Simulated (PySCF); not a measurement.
C₄H₉B.
Structure used (PBE0-D3(BJ)/def2-SVP), in Å, numbered top down from 1:
```
atom  x, y, z in Å
B1    -0.0774    1.4938    0.0575
C2    -1.2619    0.5232   -0.2816
C3    -0.6802   -0.8835   -0.0758
C4     0.8128   -0.7500   -0.3935
C5     1.2211    0.6217    0.1644
H6    -0.1547    2.6926    0.2072
H7    -2.2374    0.7129    0.1916
H8    -1.4205    0.7124   -1.3676
H9    -0.8049   -1.1746    0.9825
H10   -1.1754   -1.6646   -0.6747
H11    1.4090   -1.5887    0.0003
H12    0.9561   -0.7524   -1.4890
H13    2.1603    1.0393   -0.2293
H14    1.3717    0.5517    1.2658
```

Method: PySCF, PBE0-D3(BJ)/def2-SVP geometry optimisation, gas phase.

Masses are those of the commonest isotopes; rigid-rotor values at the optimised geometry. The values belong to one conformer with, in the numbering `[BH:1]1[CH2:2][CH2:3][CH2:4][CH2:5]1`, C5–B1–C2–C3 11°, B1–C2–C3–C4 -30°, C2–C3–C4–C5 38°, C3–C4–C5–B1 -30°.

(1) What are A, B and C (cm⁻¹)?

(2) Classify the top.

(3) What does the inertial defect say?

(4) Give the other two planar moments, Paa and Pbb, and the rms extents of the mass along the axes.

(5) Where do the levels up to J = 2 lie, in K?

(6) Which types of transition are allowed, and where do some lines up to J = 5 fall?

(7) Estimate the classical rotational partition function at 10 K, 50 K and 100 K.

Results:

(1) Ia = 73.13, Ib = 77.98, Ic = 134.36 u·Å²; 505379 MHz·u·Å²/I gives 6911, 6481 and 3761 MHz, that is A = 0.23051, B = 0.21617, C = 0.12547 cm⁻¹.

(2) An asymmetric top. Ray's parameter κ = (2B − A − C)/(A − C) = 0.727; −1 is the prolate and +1 the oblate limit.

(3) Not planar: Δ = Ic − Ia − Ib = -16.76 u·Å². For a rigid frame Δ = −2 Σ m c², so Σ m c² = 8.38 u·Å² lies off the ab plane: 6.84 from hydrogen and 1.53 from heavier atoms. The atom farthest from that plane is 1.32 Å away.

(4) Paa = Σ m a² = (Ib + Ic − Ia)/2 = 69.61 and Pbb = Σ m b² = (Ia + Ic − Ib)/2 = 64.75 u·Å². With the mass M = 68.08 u, the rms extents √(P/M) along a, b and c are 1.01, 0.98, 0.35 Å.

(5) Above 0(0,0), as E/k:
J = 1: 1(0,1) 0.492, 1(1,1) 0.512, 1(1,0) 0.643
J = 2: 2(0,2) 1.362, 2(1,2) 1.365, 2(1,1) 1.756, 2(2,1) 1.818, 2(2,0) 1.930
The levels of one J sum to (2J + 1)J(J + 1)(A + B + C)/3.

(6) The dipole components are |μa| = 0.00 D, |μb| = 0.41 D, |μc| = 0.00 D; the symmetry axis of this C2 structure is b, so μa and μc vanish by symmetry and there are no a-type or c-type lines. Some lines, for components of 0.1 D or more:

| type | branch | J(Ka,Kc) | MHz | lower level (cm⁻¹) |
| --- | --- | --- | --- | --- |
| b | Q | 5(4,1) ← 5(3,2) | 7292 | 6.264 |
| b | Q | 5(5,1) ← 5(4,2) | 12175 | 6.313 |
| b | Q | 3(1,2) ← 3(0,3) | 14470 | 1.798 |
| b | Q | 4(3,2) ← 4(2,3) | 14821 | 3.582 |
| b | Q | 5(4,2) ← 5(3,3) | 15056 | 5.811 |
| b | Q | 4(1,3) ← 4(0,4) | 20441 | 2.900 |
| b | R | 2(2,1) ← 1(1,0) | 24493 | 0.447 |
| b | R | 3(1,3) ← 2(0,2) | 25522 | 0.947 |
| b | Q | 5(2,4) ← 5(1,5) | 26311 | 4.252 |
| b | R | 2(2,0) ← 1(1,1) | 29549 | 0.356 |
| b | R | 3(2,2) ← 2(1,1) | 32016 | 1.221 |
| b | R | 3(3,1) ← 2(2,0) | 38510 | 1.342 |
| b | R | 4(1,3) ← 3(2,2) | 38758 | 2.289 |
| b | R | 4(2,3) ← 3(1,2) | 39012 | 2.281 |
| b | R | 5(0,5) ← 4(1,4) | 40541 | 2.900 |
| b | R | 4(2,2) ← 3(3,1) | 42809 | 2.626 |
| b | R | 5(1,4) ← 4(2,3) | 46387 | 3.582 |
| b | R | 4(4,1) ← 3(3,0) | 52662 | 2.688 |
| b | R | 5(5,1) ← 4(4,0) | 66863 | 4.489 |
| b | R | 5(3,2) ← 4(2,3) | 80403 | 3.582 |
| b | R | 5(2,3) ← 4(1,4) | 87199 | 2.900 |

(7) Point group C2, symmetry number σ = 2; q = (√π/σ)·√((kT/h)³/(ABC)), k/h = 20836.6 MHz/K: 205 at 10 K, 2300 at 50 K, 6490 at 100 K.

No PBE0-D3(BJ)/def2-SVP frequencies stand behind this structure, so it isn't proved a minimum. No vibrational averaging or centrifugal distortion is included, and the geometry carries the error of its method. Quadrupole hyperfine structure (11B) is left out.

The run took 28 s on one thread, Arm Neoverse V2 (aarch64), shared host with 96 logical CPUs at a one-minute load of 70, and the process peaked at 0.49 GiB of memory. These figures are those of the optimisation.
